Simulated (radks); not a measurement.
Q: All-electron atom: the vanadium ion V3+ in [Ar] 3d2. Calculated with a radial shooting solver on a logarithmic mesh with Libxc functionals: Dirac Kohn-Sham, PBE, spin-unpolarised, spherical densities, finite nucleus; open shells are shared between the two j in proportion to 2j + 1; Fermi nuclear charge, rms radius 3.6002 fm.

Spin-orbit splittings of the eigenvalues, e(l+1/2) - e(l-1/2), with zeta = 2 splitting/(2l+1) and mean radii in bohr:

| shell | occ. | splitting (eV) | zeta (eV) | <r> j=l-1/2 | <r> j=l+1/2 |
|---|---|---|---|---|---|
| 2p | 6 | ? | ? | 0.2722 | 0.2749 |
| 3p | 6 | 0.8657 | 0.5771 | 0.9885 | 0.9961 |
| 3d | 2 | 0.08443 | 0.03377 | 1.178 | 1.181 |

Estimate the 2p splitting.

A: 7.098 eV (zeta = 4.732 eV).
